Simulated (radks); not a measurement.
The numbers below are computed, except where a source is named.
Zn11+, configuration [Ar] 3d1 (the NIST ground configuration). Level of theory: Dirac Kohn-Sham, PBE, spin-unpolarised, spherical densities, finite nucleus; open shells fill j = l - 1/2 first; Fermi nuclear charge, rms radius 3.9283 fm (a radial shooting solver on a logarithmic mesh with Libxc functionals).

Normalised radial functions P(r) = r R(r) (large component), r in bohr:

```
   r/bohr * 2p3/2, o 3p1/2, + 3p3/2 (the largest magnitude, 2.19, reaches the edge; | marks zero, & curves that meet)
 0.002624                             &
 0.002935                             &
 0.003309                             &
 0.003701                             &
  0.00414                             &
  0.00463                             &
 0.005179                             &
 0.005793                             &
 0.006479                             &
 0.007247                             &
 0.008106                             &*
 0.009067                             &*
  0.01022                             &*
  0.01143                             +&
  0.01279                             |&
  0.01431                             |&*
    0.016                             |&*
   0.0179                             |&*
  0.02002                             |& *
  0.02239                             | & *
  0.02504                             | & *
  0.02801                             | &  *
  0.03133                             |  &  *
  0.03533                             |  &   *
  0.03951                             |   &    *
   0.0442                             |   +o    *
  0.04943                             |    &      *
  0.05529                             |     &      *
  0.06185                             |      &       *
  0.06917                             |      &         *
  0.07737                             |       &          *
  0.08654                             |        &           *
   0.0968                             |        &             *
   0.1091                             |         &              *
   0.1221                             |         &               *
   0.1365                             |        &                 *
   0.1527                             |        &                 *
   0.1708                             |      &                   *
   0.1911                             |     &                   *
   0.2137                             |  o+                   *
    0.239                             |&                    *
   0.2674                          o+ |                  *
   0.2991                       o+    |               *
   0.3345                    &        |            *
   0.3771                 &           |         *
   0.4218              o+             |       *
   0.4718            o+               |    *
   0.5278            &                |  *
   0.5903            &                | *
   0.6603             &               |*
   0.7385               &             |*
    0.826                 &           *
   0.9239                   +o        *
    1.033                      &      *
    1.165                        &    *
    1.303                          &  *
    1.458                           & *
     1.63                            &*
    1.824                             &
     2.04                             &
```

2p3/2: eigenvalue -1324.1 eV, 0 radial nodes, <r> = 0.199 bohr, 90 % of the charge inside 0.324 bohr. 3p1/2: eigenvalue -367.39 eV, 1 radial node at r = 0.244 bohr, <r> = 0.612 bohr, 90 % of the charge inside 0.916 bohr. 3p3/2: eigenvalue -363.23 eV, 1 radial node at r = 0.247 bohr, <r> = 0.619 bohr, 90 % of the charge inside 0.925 bohr.
